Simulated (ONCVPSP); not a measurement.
P: excitation energies, all-electron against ONCV

- Element: phosphorus (P)
- Generator: ONCVPSP 4.0.1
- Type: optimised norm-conserving Vanderbilt (ONCV)
- Functional: PBE
- Relativity: scalar-relativistic
- Frozen core: [Ne]
- Valence charge: 5
- Reference configuration: 3s1.5 3p3.5
- Partial waves: 3s: rc 1.35 bohr, ncon 4, nbas 8, qcut 3.7 1/bohr, 2 projectors, debl 2.2 Ha; 3p: rc 1.70 bohr, ncon 4, nbas 8, qcut 3.9 1/bohr, 1 projector; d scattering state at 0.2 Ha: rc 1.50 bohr, ncon 4, nbas 8, qcut 6.1 1/bohr, 2 projectors, debl 3.3 Ha
- Local potential: polynomial inside 0.95 bohr (lpopt 1, dvloc0 0 Ha)
- Core correction: none

Energies are relative to the spin-unpolarised reference configuration 3s1.5 3p3.5; without spin polarisation the order of configurations can differ from experiment.

```tsv
valence configuration	charge	ΔE all-electron (eV)	error AE − PS (meV)
3s2 3p3	0	-4.249	+0.5
3s2 3p2	+1	5.480	+0.1
3s1 3p4	0	4.285	+0.1
```

Question: What are ΔE and the potential's error for 3s2 3p1?

Answer: ΔE = 24.627 eV all-electron; the error (AE − PS) is +5.1 meV.

Levels in the configuration 3s2 3p1:

```json
{"level": "3s", "all-electron (eV)": "-33.956", "pseudo (eV)": "-33.937"}
{"level": "3p", "all-electron (eV)": "-24.275", "pseudo (eV)": "-24.264"}
```

Note: no bound ghost flagged; GHOST(+) flagged for s at 120.1 eV.
